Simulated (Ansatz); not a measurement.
Isolated molecules relaxed with PBE0-D4/def2-TZVP in Ansatz; ΔE leaves out vibrations. CBS: MP2 limit from def2 TZ/QZ plus the TZ coupled-cluster correction, frozen cores. DFT in def2-TZVPP. One conformer a species, not always the lowest.

Reaction (redistribution): `N[SiH](O)BO` + `CC[SiH2]O` → `C[SiH](O)BO` + `NC[SiH2]O`

(1) Is it downhill or uphill in electronic energy at CCSD(T)/CBS, and by how much? (Estimate.)

(2) What do these levels give: PBE-D4, r2SCAN-D4, B2PLYP, PBE0, HF/def2-TZVPP, MP2/def2-TZVPP, SCS-MP2/def2-TZVPP, CCSD(T)/def2-TZVPP, HF/def2-QZVPP, MP2/def2-QZVPP, SCS-MP2/def2-QZVPP, HF/CBS(def2)? (Estimate.)

Largest T1 diagnostic among the species: 0.013.

Answers

(1) Computed: Uphill: ΔE = +100.8 kJ/mol.

(2) Computed: PBE-D4 90.2, r2SCAN-D4 96.3, B2PLYP 100.3, PBE0 93.3, HF/def2-TZVPP 104.8, MP2/def2-TZVPP 104.0, SCS-MP2/def2-TZVPP 102.9, CCSD(T)/def2-TZVPP 99.1, HF/def2-QZVPP 105.5, MP2/def2-QZVPP 105.2, SCS-MP2/def2-QZVPP 104.1, HF/CBS(def2) 105.6 kJ/mol.

From PBE to PBE0 (25 % exact exchange), in def2-TZVPP and without D4, ΔE moves by +3.4 kJ/mol.
